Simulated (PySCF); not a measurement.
Can point charges reproduce the dipole moment of `FC1C[SiH2]C1`?

Coordinates (GFN2-xTB, Å) and charges (e) from the PBE0/pcSseg-1 density (PySCF):

```json
{"atom": "F1", "x": "1.035", "y": "-1.968", "z": "0.262", "Mulliken": "-0.3361", "IAO": "-0.3289", "Hirshfeld": "-0.1277", "ESP-fitted": "-0.3234"}
{"atom": "C2", "x": "0.344", "y": "-0.820", "z": "0.591", "Mulliken": "+0.1802", "IAO": "+0.1924", "Hirshfeld": "+0.0637", "ESP-fitted": "+0.5193"}
{"atom": "C3", "x": "-0.962", "y": "-0.663", "z": "-0.198", "Mulliken": "-0.5029", "IAO": "-0.5654", "Hirshfeld": "-0.1745", "ESP-fitted": "-0.5084"}
{"atom": "Si4", "x": "-0.543", "y": "1.169", "z": "-0.554", "Mulliken": "+0.6155", "IAO": "+0.7322", "Hirshfeld": "+0.3538", "ESP-fitted": "+0.5155"}
{"atom": "C5", "x": "1.079", "y": "0.458", "z": "0.168", "Mulliken": "-0.5032", "IAO": "-0.5653", "Hirshfeld": "-0.1744", "ESP-fitted": "-0.5057"}
{"atom": "H6", "x": "0.180", "y": "-0.873", "z": "1.672", "Mulliken": "+0.0994", "IAO": "+0.1360", "Hirshfeld": "+0.0427", "ESP-fitted": "+0.0076"}
{"atom": "H7", "x": "-0.936", "y": "-1.294", "z": "-1.085", "Mulliken": "+0.1558", "IAO": "+0.1649", "Hirshfeld": "+0.0431", "ESP-fitted": "+0.1557"}
{"atom": "H8", "x": "-1.855", "y": "-0.921", "z": "0.365", "Mulliken": "+0.1449", "IAO": "+0.1498", "Hirshfeld": "+0.0380", "ESP-fitted": "+0.1067"}
{"atom": "H9", "x": "-1.228", "y": "2.126", "z": "0.313", "Mulliken": "-0.0779", "IAO": "-0.1175", "Hirshfeld": "-0.0747", "ESP-fitted": "-0.1147"}
{"atom": "H10", "x": "-0.526", "y": "1.597", "z": "-1.950", "Mulliken": "-0.0763", "IAO": "-0.1130", "Hirshfeld": "-0.0712", "ESP-fitted": "-0.1132"}
{"atom": "H11", "x": "1.590", "y": "0.968", "z": "0.980", "Mulliken": "+0.1448", "IAO": "+0.1497", "Hirshfeld": "+0.0380", "ESP-fitted": "+0.1062"}
{"atom": "H12", "x": "1.823", "y": "0.221", "z": "-0.591", "Mulliken": "+0.1558", "IAO": "+0.1650", "Hirshfeld": "+0.0431", "ESP-fitted": "+0.1545"}
```

Problem. Compute μ = Σ q r for each scheme (1 e·Å = 4.803 D) and compare with the dipole of the full density.

Solution. The full density gives (-0.87, 1.54, 0.15) D, 1.78 D in size; dipole vectors point from the negative to the positive end.

```
    scheme     μx    μy     μz  size (D)  share of the full size (%)  angle to the full dipole (°)
  Mulliken  -2.05  3.85  -0.40      4.38                         246                            10
       IAO  -1.94  3.57  -0.12      4.06                         229                             7
 Hirshfeld  -0.76  1.41  -0.10      1.61                          90                             9
ESP-fitted  -0.88  1.56   0.16      1.80                         101                             0
```

Problem. Which set comes closest?

Solution. Length of the difference vector: ESP-fitted 0.02 D, Hirshfeld 0.30 D, IAO 2.30 D, Mulliken 2.65 D. Closest: ESP-fitted. 

Problem. What is left for the Hirshfeld atoms' own dipoles?

Solution. The Hirshfeld atoms' densities add up to the full density, so μ = Σ q r + Σ (atomic dipoles). The atomic dipoles sum to (-0.87, 1.54, 0.15) − (-0.76, 1.41, -0.10) = (-0.11, 0.13, 0.25) D, 0.30 D in size.

Problem. With the origin at the mean of the coordinates, (0.000, 0.000, -0.002) Å, which are the largest single terms, by size, of the IAO dipole along the direction of the full one?

Solution. Si4 +4.34, F1 +3.46, H9 -1.40, H10 -0.80, C2 -0.77 D; all 12 atoms together +4.03 D. The single terms depend on the origin, their sum doesn't.

Problem. Give the size of the full dipole in other units.

Solution. 1.78 D = 0.699 au = 0.370 e·Å = 5.92 × 10⁻³⁰ C·m.

One conformer (not necessarily the lowest) at the GFN2-xTB geometry, without solvent, vibrations or thermal averaging.

These values come from a run that also computed NMR shieldings. Hardware: Arm Neoverse N1, one thread, shared host with 64 logical CPUs at a one-minute load of 59. Cost: 20 s wall, 0.59 GiB resident at most.
